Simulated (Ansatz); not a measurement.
SbH3. Total charge 0; triplet. Geometry PBE-D4/def2-TZVP, that of the neutral singlet; atoms count from 1.

```xyz
4

Sb   -0.362   -0.155    0.625
H     1.216    0.537    0.545
H    -0.920    0.931   -0.591
H     0.066   -1.313   -0.579
```

In the def2 sets Sb takes a core potential; there is no spin–orbit coupling. At PBE0-D4/def2-TZVP a singlet of charge 0 lies 5.08 eV below the triplet at the same geometry.

Problem. Estimate the Mulliken populations from the PBE0/def2-TZVP orbitals of Ansatz.

Solution. 
| atom | charge (e) | spin (α − β) |
| --- | --- | --- |
| Sb1 | -0.01 | 1.42 |
| H2 | -0.04 | 0.42 |
| H3 | 0.02 | 0.08 |
| H4 | 0.02 | 0.08 |
Mulliken values depend strongly on the basis.

Problem. Where does the spin sit?

Solution. Summed by element: Sb 1.42, H 0.58, of 2 unpaired in all. Largest on single atoms: Sb1 1.42, H2 0.42, H3 0.08.
